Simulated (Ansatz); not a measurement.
Zr₄P₄. Charge 0, multiplicity 1. Geometry PBE-D4/def2-SVP.

Cartesian coordinates in Å:
```
Zr -1.6086 0.7188 -1.1917
Zr -0.3279 -1.3656 0.7509
Zr 1.1797 1.0829 -1.0693
Zr -0.3881 1.7285 1.1771
P -2.3032 0.0679 1.1579
P 1.9117 -1.2777 -0.4405
P 1.5864 0.1995 1.3964
P -0.0500 -1.1541 -1.7807
```

In the def2 sets Zr takes a core potential, while STO-3G treats all electrons; there is no spin–orbit coupling. The restricted singlet is unstable towards broken spin symmetry in Hartree–Fock (as tested in another run); at HF/STO-3G, PBE-D4/def2-SVP, PBE-D4/def2-TZVP, r2SCAN-D4/def2-TZVP and others this wasn't settled. The structure comes from a short search, and lower isomers may exist.

Problem. Estimate the orbital energies around the gap (eV) in Ansatz with HF/STO-3G, PBE-D4/def2-SVP, PBE-D4/def2-TZVP, r2SCAN-D4/def2-TZVP, ωB97X-V/def2-TZVP.

Solution. 
```json
{"orbital": "HOMO−13", "HF/STO-3G": "-7.03", "PBE-D4/def2-SVP": "-7.50", "PBE-D4/def2-TZVP": "-7.32", "r2SCAN-D4/def2-TZVP": "-7.58", "ωB97X-V/def2-TZVP": "-10.53"}
{"orbital": "HOMO−12", "HF/STO-3G": "-6.51", "PBE-D4/def2-SVP": "-7.22", "PBE-D4/def2-TZVP": "-7.09", "r2SCAN-D4/def2-TZVP": "-7.31", "ωB97X-V/def2-TZVP": "-10.51"}
{"orbital": "HOMO−11", "HF/STO-3G": "-6.29", "PBE-D4/def2-SVP": "-7.09", "PBE-D4/def2-TZVP": "-6.96", "r2SCAN-D4/def2-TZVP": "-7.21", "ωB97X-V/def2-TZVP": "-10.48"}
{"orbital": "HOMO−10", "HF/STO-3G": "-4.96", "PBE-D4/def2-SVP": "-6.13", "PBE-D4/def2-TZVP": "-6.02", "r2SCAN-D4/def2-TZVP": "-6.18", "ωB97X-V/def2-TZVP": "-9.14"}
{"orbital": "HOMO−9", "HF/STO-3G": "-4.60", "PBE-D4/def2-SVP": "-5.82", "PBE-D4/def2-TZVP": "-5.72", "r2SCAN-D4/def2-TZVP": "-5.87", "ωB97X-V/def2-TZVP": "-8.74"}
{"orbital": "HOMO−8", "HF/STO-3G": "-4.14", "PBE-D4/def2-SVP": "-5.72", "PBE-D4/def2-TZVP": "-5.60", "r2SCAN-D4/def2-TZVP": "-5.79", "ωB97X-V/def2-TZVP": "-8.59"}
{"orbital": "HOMO−7", "HF/STO-3G": "-4.00", "PBE-D4/def2-SVP": "-5.51", "PBE-D4/def2-TZVP": "-5.41", "r2SCAN-D4/def2-TZVP": "-5.57", "ωB97X-V/def2-TZVP": "-8.35"}
{"orbital": "HOMO−6", "HF/STO-3G": "-3.79", "PBE-D4/def2-SVP": "-5.50", "PBE-D4/def2-TZVP": "-5.40", "r2SCAN-D4/def2-TZVP": "-5.55", "ωB97X-V/def2-TZVP": "-8.27"}
{"orbital": "HOMO−5", "HF/STO-3G": "-3.73", "PBE-D4/def2-SVP": "-5.38", "PBE-D4/def2-TZVP": "-5.28", "r2SCAN-D4/def2-TZVP": "-5.42", "ωB97X-V/def2-TZVP": "-8.05"}
{"orbital": "HOMO−4", "HF/STO-3G": "-3.67", "PBE-D4/def2-SVP": "-5.21", "PBE-D4/def2-TZVP": "-5.10", "r2SCAN-D4/def2-TZVP": "-5.22", "ωB97X-V/def2-TZVP": "-7.96"}
{"orbital": "HOMO−3", "HF/STO-3G": "-1.89", "PBE-D4/def2-SVP": "-4.47", "PBE-D4/def2-TZVP": "-4.40", "r2SCAN-D4/def2-TZVP": "-4.47", "ωB97X-V/def2-TZVP": "-6.94"}
{"orbital": "HOMO−2", "HF/STO-3G": "-1.31", "PBE-D4/def2-SVP": "-4.36", "PBE-D4/def2-TZVP": "-4.27", "r2SCAN-D4/def2-TZVP": "-4.29", "ωB97X-V/def2-TZVP": "-6.31"}
{"orbital": "HOMO−1", "HF/STO-3G": "-0.71", "PBE-D4/def2-SVP": "-3.67", "PBE-D4/def2-TZVP": "-3.60", "r2SCAN-D4/def2-TZVP": "-3.61", "ωB97X-V/def2-TZVP": "-5.77"}
{"orbital": "HOMO", "HF/STO-3G": "-0.59", "PBE-D4/def2-SVP": "-3.52", "PBE-D4/def2-TZVP": "-3.46", "r2SCAN-D4/def2-TZVP": "-3.47", "ωB97X-V/def2-TZVP": "-5.74"}
{"orbital": "LUMO", "HF/STO-3G": "6.11", "PBE-D4/def2-SVP": "-2.71", "PBE-D4/def2-TZVP": "-2.65", "r2SCAN-D4/def2-TZVP": "-2.53", "ωB97X-V/def2-TZVP": "-0.31"}
{"orbital": "LUMO+1", "HF/STO-3G": "6.37", "PBE-D4/def2-SVP": "-2.58", "PBE-D4/def2-TZVP": "-2.54", "r2SCAN-D4/def2-TZVP": "-2.37", "ωB97X-V/def2-TZVP": "-0.25"}
{"orbital": "LUMO+2", "HF/STO-3G": "6.50", "PBE-D4/def2-SVP": "-2.40", "PBE-D4/def2-TZVP": "-2.36", "r2SCAN-D4/def2-TZVP": "-2.13", "ωB97X-V/def2-TZVP": "-0.15"}
{"orbital": "LUMO+3", "HF/STO-3G": "6.74", "PBE-D4/def2-SVP": "-2.24", "PBE-D4/def2-TZVP": "-2.19", "r2SCAN-D4/def2-TZVP": "-1.91", "ωB97X-V/def2-TZVP": "0.01"}
{"orbital": "LUMO+4", "HF/STO-3G": "6.82", "PBE-D4/def2-SVP": "-2.15", "PBE-D4/def2-TZVP": "-2.11", "r2SCAN-D4/def2-TZVP": "-1.89", "ωB97X-V/def2-TZVP": "0.05"}
{"orbital": "LUMO+5", "HF/STO-3G": "7.10", "PBE-D4/def2-SVP": "-2.05", "PBE-D4/def2-TZVP": "-2.02", "r2SCAN-D4/def2-TZVP": "-1.85", "ωB97X-V/def2-TZVP": "0.22"}
```
